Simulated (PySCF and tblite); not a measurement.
The numbers below are computed, except where a source is named.
Stationary points of C6H7NSe at GFN2-xTB, in Å:

Structure A

```
 1 C     2.679    0.178    0.093
 2 C     1.582   -0.093   -0.873
 3 C     0.383   -0.574   -0.581
 4 Se   -0.186   -1.100    1.164
 5 C    -1.994   -0.614    1.133
 6 C    -2.658    0.214    0.311
 7 C    -2.125    0.980   -0.735
 8 N    -1.757    1.659   -1.586
 9 H     3.537   -0.458   -0.124
10 H     3.004    1.214    0.008
11 H     2.351   -0.012    1.115
12 H     1.799    0.132   -1.910
13 H    -0.362   -0.763   -1.339
14 H    -2.534   -1.091    1.942
15 H    -3.723    0.360    0.458
```

Structure B

```
 1 C     2.862    0.105    0.060
 2 C     1.784   -0.484   -0.780
 3 C     0.510   -0.579   -0.431
 4 Se   -0.201    0.042    1.234
 5 C    -1.998   -0.556    0.901
 6 C    -2.921    0.201    0.313
 7 C    -2.666    1.512   -0.138
 8 N    -2.473    2.575   -0.521
 9 H     3.652   -0.625    0.234
10 H     3.305    0.965   -0.442
11 H     2.458    0.429    1.021
12 H     2.084   -0.857   -1.751
13 H    -0.240   -1.008   -1.079
14 H    -2.227   -1.559    1.239
15 H    -3.929   -0.162    0.138
```

Structure C

```
 1 C     2.959    0.180   -0.184
 2 C     2.049   -0.958   -0.487
 3 C     0.727   -0.930   -0.397
 4 Se   -0.297    0.589    0.145
 5 C    -1.983   -0.213   -0.004
 6 C    -3.146    0.403    0.261
 7 C    -3.217    1.738    0.687
 8 N    -3.275    2.831    1.036
 9 H     3.652   -0.094    0.611
10 H     3.549    0.436   -1.063
11 H     2.389    1.055    0.129
12 H     2.528   -1.875   -0.807
13 H     0.121   -1.795   -0.633
14 H    -1.972   -1.245   -0.331
15 H    -4.090   -0.115    0.154
```

Geometries: GFN2-xTB; energies: CAM-B3LYP/pcSseg-1 + D3(BJ); zero-point and thermal terms from GFN2-xTB harmonic modes (soft modes blended into free rotors).

Question: Which structure is a saddle point, and along which motion?

Answer: B: one imaginary mode (70i cm⁻¹ at GFN2-xTB, mostly on C3, C2, N8), along the rotation about the C5–Se4 bond (torsion C6–C5–Se4–C3 from -180° to -17°, rising).

Question: Give their symmetry and energies above the lowest.

Answer: A C1, 1.0 kcal/mol; B C1, 4.6 kcal/mol; C Cs, 0.0 kcal/mol.

Spin–orbit effects of heavy atoms on shieldings are missing.
